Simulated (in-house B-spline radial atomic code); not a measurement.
Atomic self-consistent-field run: an ion of nuclear charge 24.5 with 19 electrons. Method: Dirac-Hartree-Fock, average of configuration, Fermi nucleus of rms radius 3.6452 fm. Calculated with an all-electron radial atomic-structure program (B-spline basis).

Command:
```bash
python run_scf.py task.json out
```
Settings (nuclear radius in fm, mass in u):
```
Z                24.5
configuration    [Ar] 3d1
hamiltonian      dirac
method           hf
spin_polarised   False
nucleus          fermi
rms_radius       3.6452
atomic_mass      51.9405
speed_of_light   137.035999084
```

Output (hartree, bohr):
```
 radial grid: 66 intervals, B-splines of order 8, outer radius 11.129 bohr

 iter        energy (Eh)    residual
    1      -1087.2542636    6.36e-01
    2      -1094.5726395    1.50e-01
    3      -1094.9371330    6.01e-02
    4      -1094.9938962    2.43e-02
    5      -1095.0038668    5.02e-03
    6      -1095.0043764    2.40e-04
    7      -1095.0043772    1.65e-05
    8      -1095.0043772    1.16e-06
    9      -1095.0043772    4.98e-08

 total energy                    -1095.004377
 kinetic                           1109.40108
 electron-nucleus                 -2547.91347
 electron-electron                  343.50802

 orbital      occ     eigenvalue          <r>       <r^2>       <1/r>       r_max    small
 1s1/2      2.000     -235.95663    0.0621655  0.00519779     24.4079     0.04074  7.75e-03
 2s1/2      2.000      -31.85993     0.283855   0.0951369     5.23231      0.2371  1.42e-03
 2p1/2      2.000      -27.57975     0.250251   0.0769587      5.1451      0.1915  1.38e-03
 2p3/2      4.000      -27.22448     0.253048   0.0785537     5.06606      0.1938  1.36e-03
 3s1/2      2.000       -7.05880     0.832807    0.792493     1.68787      0.7382  3.24e-04
 3p1/2      2.000       -5.67491     0.860913    0.859224        1.58      0.7464  2.91e-04
 3p3/2      4.000       -5.62380     0.867263    0.871655     1.56415      0.7522  2.88e-04
 3d3/2      0.400       -3.84653     0.899572     0.96908     1.37144      0.7058  2.29e-04
 3d5/2      0.600       -3.84097      0.90137     0.97275     1.36816      0.7073  2.28e-04
```


For the Dirac Hamiltonian the kinetic term is c α·p + (β - 1)c².
